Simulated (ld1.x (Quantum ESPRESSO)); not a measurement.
## tungsten (W): excitation energies, all-electron against TM semilocal

* Element: W
* Generator: ld1.x (Quantum ESPRESSO) 7.5
* Type: norm-conserving Troullier–Martins (semilocal form)
* Functional: LDA (PZ)
* Relativity: scalar-relativistic
* Frozen core: [Kr] 4d10 4f14
* Valence charge: 14
* Reference configuration: 5s2 5p6 5d4 6s2 6p0
* Partial waves: 5s (bound): rc 1.60 bohr; 5d (bound): rc 2.45 bohr; 5p (bound): rc 1.65 bohr
* Local potential: the p channel
* Core correction: a·sin(br)/r model core inside 1.55 bohr

Occupied shells without a wave of their own: 6s. They enter only through the test configuration that unscreens the potential, and ld1.x also counts them in the model core charge.

Energies are relative to the spin-unpolarised reference configuration 5s2 5p6 5d4 6s2 6p0; without spin polarisation the order of configurations can differ from experiment. Spin-polarised rows fill each open shell by Hund’s rule, majority spin first.

ld1.x takes every shell without a wave as core, so the model core holds the 6s electrons as well and exchange and correlation see them twice. This cancels in the reference configuration, but the file is broken for other ones, and its errors say nothing about a proper core correction.

| valence configuration | charge | ΔE all-electron (eV) | error AE − PS (meV) |
| --- | --- | --- | --- |
| 5s2 5p6 5d4 6s1 6p0 | +1 | 9.133 | -1658 |
| 5s2 5p6 5d4 6s0 6p0 | +2 | 25.160 | -4259 |
| 5s2 5p6 5d3 6s0 6p0 | +3 | 50.865 | -5899 |
| 5s2 5p5 5d4 6s2 6p0 | +1 | 49.163 | -120 |
| 5s2 5p6 5d4 6s1.5 6p0 | +0.5 | 3.744 | -726 |
| 5s2 5p6 5d4 6s1 6p1 | 0 | 4.574 | -1325 |
| 5s2 5p6 5d5 6s1 6p0 | 0 | 1.549 | -1148 |
| 5s2 5p6 5d4 6s2 6p0 (spin-polarised) | 0 | -1.934 | -69 |
| 5s2 5p6 5d4 6s1 6p0 (spin-polarised) | +1 | 6.052 | -1865 |

These tests converged, but a pseudo level misses the all-electron one widely, so the file describes the atom poorly there or has found another state: 5s2 5p6 5d4 6s1 6p0: 6s by 2.1 eV; 5s2 5p6 5d4 6s0 6p0: empty 6s by 3.2 eV; 5s2 5p6 5d3 6s0 6p0: empty 6s by 4.1 eV; 5s2 5p5 5d4 6s2 6p0: 6s by 2.1 eV; 5s2 5p6 5d4 6s1 6p1: 6s by 1.6 eV; 5s2 5p6 5d5 6s1 6p0: 6s by 1.4 eV.

The potential misses its own reference levels by up to 1.3 eV, so it is not fit for use.
